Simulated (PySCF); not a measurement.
# ³¹P chemical shifts

No relativistic terms, a single conformation, one averaged value for each set of equivalent atoms, no solvent. GFN2-xTB geometry; NMR shieldings at PBE0/pcSseg-1/GIAO; PySCF 2.14.

Shieldings were converted by a linear fit to measured shifts: ³¹P: δ = 270.09 − 0.828σ (rms 18.1 ppm, 64 shifts vs H3PO4, solution or neat liquid). A few per cent of atoms miss by over 2 rms, more outside the fitted compound classes.

Give the ³¹P shifts of `C/C=P/CCP`, `CO[C@@H]1C[P@](C)(=O)[C@H]1C`, `C=C(C)[P@H](=O)CCCO`, `CC1=CC[Si@@H](P)C1`.

Results:


```tsv
compound	environment	δ (ppm)
[CH3:1]/[CH:2]=[P:3]/[CH2:4][CH2:5][PH2:6]	P3: phosphorus bonded to 2 C	241.5
[CH3:1]/[CH:2]=[P:3]/[CH2:4][CH2:5][PH2:6]	P6: phosphorus bonded to C, 2 H	-153.2
CO[C@@H]1C[P@](C)(=O)[C@H]1C	phosphorus bonded to 3 C, O, in a 4-membered ring	2.7
C=C(C)[P@H](=O)CCCO	phosphorus bonded to 2 C, O, H	2.6
CC1=CC[Si@@H](P)C1	phosphorus bonded to Si, 2 H	-243.2
```
